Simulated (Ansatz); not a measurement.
`C[SiH](C)[SiH2]F` + H₂ → `C[SiH2]C` + `F[SiH3]` at 400 K and 1 bar (hydrogenolysis of the Si–Si bond).

Program: Ansatz. Geometries: PBE0-D4/def2-TZVP. ΔE: electronic, gas phase. CCSD(T)/CBS is the MP2 limit (def2-TZVPP, def2-QZVPP) plus CCSD(T) − MP2 in def2-TZVPP, frozen cores. This one scheme is used for every species. Each species was taken in one conformer, which may not be the lowest.

```tsv
species	CCSD(T)/CBS energy (Eh)	H − E (kJ/mol)	S (J/(mol·K))
`C[SiH](C)[SiH2]F`	-759.55313	310.8	433.3
H₂	-1.17544	38.0	139.0
`C[SiH2]C`	-370.01595	264.2	327.2
`F[SiH3]`	-390.72345	88.0	253.8
```

H − E and S are ideal-gas, rigid-rotor, harmonic terms from PBE0-D4/def2-TZVP, for one conformer and one mirror image of each species. For small species the MP2-based limit differs from directly extrapolated CCSD(T) by up to some mEh (0.8 for H₂); such offsets cancel only in part. 1 Eh = 2625.50 kJ/mol, R = 8.31446 J/(mol·K).

**Question.** By hand: ΔE, ΔH, ΔS and ΔG.

**Answer.** ΔE = (-370.01595) + (-390.72345) − (-759.55313) − (-1.17544) = -0.01083 Eh = -28.4 kJ/mol. Δ(H − E) = 264.2 + 88.0 − 310.8 − 38.0 = 3.4, so ΔH = -25.0 kJ/mol. ΔS = 327.2 + 253.8 − 433.3 − 139.0 = 8.7 J/(mol·K). ΔG = -25.0 − 400 × (8.7)/1000 = -28.5 kJ/mol.

**Question.** By hand: the equilibrium constant, and the temperature at which ΔG would vanish if ΔH and ΔS stayed fixed.

**Answer.** log₁₀ K = −ΔG/(RT ln 10) = 3.7. ΔH and −TΔS have one sign here, so there is no such temperature.

The number of gas molecules stays the same, so ΔS is small and ΔH decides. A doubt of 5 kJ/mol in ΔE shifts log₁₀ K by 0.7 here. Other conformers and mirror images would add mixing entropy, several J/(mol·K) or more a flexible species. Modes under 60 cm⁻¹, often nearly free rotors, make the harmonic entropy too high. These are equilibria of isolated gas molecules and say nothing of rates. Largest T1 diagnostic: 0.011 (customary marks: 0.02 for closed shells, 0.045 for open ones).

ΔS is within the doubt of such terms, so its sign, and with it that verdict, could turn.
